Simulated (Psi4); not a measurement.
H$_{4}$GeO$_{4}$, charge +1, doublet, at a GFN2-xTB geometry (a state made from the parent by changing its charge; the spin is typed, not shown lowest). Base run: Psi4 with CAM-B3LYP/6-31G*.

Geometry (Å):
```xyz
9

O      0.3470     1.4208    -0.8814
Ge     0.0000     0.0000     0.0000
O     -1.0935     0.4262     1.2404
O     -0.6829    -1.1870    -1.0201
O      1.4295    -0.6599     0.6611
H     -0.1964     1.7999    -1.5842
H     -0.8612     0.8166     2.0927
H     -1.2358    -1.9274    -0.7389
H      2.2934    -0.6892     0.2304
```
Charge +1, spin multiplicity 2.
Orbitals are unrestricted.
All else is at Psi4's defaults (density fitting; Cartesian or spherical functions as each basis is defined).

The base run was repeated with changes; each row names its change, and settings that it needs were set with it.

| change | basis functions | E (Eh) | core-seconds (rough) |
|---|---|---|---|
| base | 103 | -2379.60112 | 40 |
| basis = STO-3G | 42 | -2351.80774 | 20 |
| basis = 3-21G | … | … | 20 |
| basis = 6-31G | 73 | -2379.45331 | 20 |
| basis = def2-SV(P) | 96 | -2379.47769 | 30 |
| basis = cc-pVDZ | 103 | … | 30 |
| basis = pcseg-1 | 103 | -2379.70048 | 30 |
| basis = def2-SVP | 108 | -2379.51521 | 40 |
| basis = def2-SVPD | 162 | -2379.54979 | 50 |
| basis = aug-pcseg-1 | 164 | -2379.73173 | 60 |
| basis = aug-cc-pVDZ | 164 | … | 70 |
| basis = pcseg-2 | 219 | -2380.21024 | 90 |
| basis = cc-pVTZ | 219 | … | 90 |

Question: What belongs in the gaps?

Answer: 
- basis = 3-21G, basis functions: 67
- basis = 3-21G, E (Eh): -2368.34672
- basis = cc-pVDZ, E (Eh): -2379.88373
- basis = aug-cc-pVDZ, E (Eh): -2379.92782
- basis = cc-pVTZ, E (Eh): -2380.19238

Totals compare only among sets that treat the same electrons; sets with core potentials leave the core out.

Open shells are given as the SCF converged; they aren't shown to be the lowest states, and a large step between rows can be another state.
